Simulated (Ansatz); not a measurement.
```yaml
crystal:
  periodic: [false, false, false]
  atoms:
    - {symbol: Al, position_ang: [-1.146371, 0.403611, -0.739522]}
    - {symbol: In, position_ang: [0.827655, -0.106657, 0.965851]}
    - {symbol: Cl, position_ang: [2.299276, -1.543499, -0.228597]}
    - {symbol: H, position_ang: [-2.407536, -0.557214, -0.800406]}
    - {symbol: H, position_ang: [-1.031130, 1.630586, -1.738925]}
    - {symbol: H, position_ang: [1.458105, 0.173172, 2.541599]}
basis:
  gaussian: {orbitals: x2c-TZVPPall}
hamiltonian: {xc: {name: HSE06}}
correlation: {method: rpa}
outputs: {forces: true}
```

```sh
$ ansatz run in.yaml --threads 2 --pin off --events-out ev --progress --plain --max-ram 4352MiB
```

Output, abridged:

```
Error: YAML parse error: error: line 14 column 1: unknown field `outputs`, expected one of crystal, accuracy, basis, kpoints, hamiltonian, magnetization, projection, total_charge, correlation, batch, efield, external_charges, scf, relax, neb, saddle, md, ramp, phonons, dielectric, real_time, elastic, magnetic_configurations, gw, evaluate, workflow, output, checkpoint, execution
12 | hamiltonian: {xc: {name: HSE06}}
13 | correlation: {method: rpa}
14 | outputs: {forces: true}
```

In this input the input holds a key that doesn't belong there. The program refused the input.
